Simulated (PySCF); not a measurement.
C4H8OSi, SMILES [SiH3]/C=C1\CCO1.

Geometry: ωB97X-D3(BJ)/def2-SVP. The structure was generated by enumeration; whether it is a known compound was not checked.

Two levels are set side by side: TDDFT-PBE/def2-SVPD (PySCF) and TDDFT-PBE0/def2-SVPD (PySCF). Vertical, same geometry. The lowest singlet is HOMO→LUMO+1 100 % with PBE and HOMO→LUMO+1 91 % with the other functional; states are paired by order. Differences are taken from unrounded values.

```json
[
 {"quantity": "lowest singlet excitation (eV)", "TDDFT-PBE0": "6.11", "TDDFT-PBE": "5.39", "TDDFT-PBE minus TDDFT-PBE0": "-0.72"},
 {"quantity": "lowest triplet excitation (TDA) (eV)", "TDDFT-PBE0": "4.06", "TDDFT-PBE": "4.04", "TDDFT-PBE minus TDDFT-PBE0": "-0.01"},
 {"quantity": "first bright state (f over 0.05) (eV)", "TDDFT-PBE0": "6.19", "TDDFT-PBE": "5.74", "TDDFT-PBE minus TDDFT-PBE0": "-0.45"},
 {"quantity": "its oscillator strength", "TDDFT-PBE0": "0.38", "TDDFT-PBE": "0.27", "TDDFT-PBE minus TDDFT-PBE0": "-0.11"}
]
```

A lower first singlet is the usual sign of a functional without exact exchange. Differences between two approximate levels are no errors against the true value.

Rough cost on one machine, each run with all the roots and properties that it gave: TDDFT-PBE0 against TDDFT-PBE about 3 times.
